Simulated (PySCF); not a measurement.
CH8O2Si2, SMILES [SiH3][Si](O)(C)O. Geometry optimised at r2SCAN-D4/def2-SVP. The structure was generated by enumeration, and PubChem lists no compound with its InChIKey, so it may never have been made. Other conformers were not sampled.

Question: Give the equilibrium geometry at r2SCAN-D4/def2-SVP (PySCF confirms it by a frequency run) as bond lengths and angles. (The exact figures need the calculation; the answer reports its results.)

Answer: One answer among several that fit: 
Atoms: Si1 Si2 C3 O4 O5 H6 H7 H8 H9 H10 H11 H12 H13. Bond lengths (Å): Si1–Si2 2.347, Si1–H6 1.500, Si1–H7 1.495, Si1–H8 1.497, Si2–C3 1.875, Si2–O4 1.676, Si2–O5 1.664, C3–H9 1.102, C3–H10 1.104, C3–H11 1.103, O4–H12 0.964, O5–H13 0.966. Angles (°): Si2–Si1–H6 109.8, Si2–Si1–H7 111.2, Si2–Si1–H8 111.6, H6–Si1–H7 108.0, H6–Si1–H8 107.4, H7–Si1–H8 108.7, Si1–Si2–C3 111.7, Si1–Si2–O4 111.8, Si1–Si2–O5 105.1, C3–Si2–O4 109.5, C3–Si2–O5 112.5, O4–Si2–O5 106.0, Si2–C3–H9 110.8, Si2–C3–H10 111.1, Si2–C3–H11 111.7, H9–C3–H10 107.8, H9–C3–H11 107.4, H10–C3–H11 107.8, Si2–O4–H12 117.1, Si2–O5–H13 115.6.
Charge 0, spin multiplicity 1.
